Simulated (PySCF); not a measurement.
Cl3GeHS, SMILES [SH][Ge]([Cl])([Cl])[Cl].

Coordinates come from a B3LYP-D3(BJ)/def2-SVP optimisation. This is a generated structure with no PubChem entry under its InChIKey; it may be hypothetical. The values are those of a single conformer.

All values below come from PBE0/def2-TZVP (PySCF).

The molecule is in vacuum.

```
Property                                                                                                        Value
---------------------------------------------------------------------------------------------  ----------------------
total energy                                                                                      -3855.76449 hartree
point group                                                                                                        Cs
highest occupied level                                                                                       -8.38 eV
lowest empty level                                                                                           -2.30 eV
orbital gap                                                                                                   6.08 eV
dipole moment                                                                                                  1.51 D
quadrupole, principal values (traceless, Buckingham form, about the centre of nuclear charge)  -3.79, -2.18, 5.98 D·Å
mean static polarisability                                                                      83.2 bohr³ (12.33 Å³)
polarisability, principal values                                                               79.0, 82.6, 88.0 bohr³
```
